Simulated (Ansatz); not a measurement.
Born–Oppenheimer molecular dynamics of AlH₇O₃Si₂ (13 atoms, charge 0, multiplicity 1). It goes on from the last frame of an earlier run, with new velocities.

All numbers below come from RKS PBE0/6-31G (Ansatz).

```yaml
ensemble: NVE (velocity Verlet)
time_step: 0.5 fs
steps_asked: 100
starting_velocities_drawn_for: 2000 K
seed: 756453
```

First frame:

```xyz
13
Properties=species:S:1:pos:R:3
Al -0.142 -0.383 0.285
O -0.223 1.056 1.251
H 0.435 1.538 1.677
O 1.263 -1.138 -0.368
Si 2.608 -1.882 -1.085
H 2.335 -3.372 -1.283
H 3.044 -1.185 -2.341
H 3.808 -1.443 -0.255
O -1.631 -1.010 -0.286
Si -3.047 -1.693 -0.988
H -3.962 -2.248 0.153
H -3.732 -0.584 -1.731
H -2.587 -3.005 -1.696
```

**Question.** How far do the bonds stretch over the last three quarters of this one trajectory? (Pairs bonded in most of those frames.)

**Answer.** 
```tsv
bond	mean (Å)	spread (Å)	shortest	longest
Al1–O2	1.726	0.058	1.61	1.79
Al1–O4	1.678	0.034	1.62	1.75
Al1–O9	1.686	0.046	1.64	1.80
O2–H3	0.977	0.040	0.90	1.04
O4–Si5	1.688	0.028	1.64	1.73
Si5–H6	1.530	0.059	1.44	1.63
Si5–H7	1.518	0.072	1.41	1.64
Si5–H8	1.525	0.072	1.41	1.64
O9–Si10	1.672	0.033	1.62	1.73
Si10–H11	1.523	0.028	1.47	1.57
Si10–H12	1.532	0.098	1.37	1.70
Si10–H13	1.532	0.052	1.45	1.62
```

Mean temperature of the second half: 1255 K. The conserved energy stayed within 0.39 meV per atom of its start (net change 0.023 meV per atom), so the integration is sound. A run of 0.05 ps of so small a system gives no equilibrium averages. Limits of this set-up: no polarisation functions.

Run time: 8.7 min on 1 thread of Arm Neoverse V2 (shared host), peak memory 0.19 GiB.
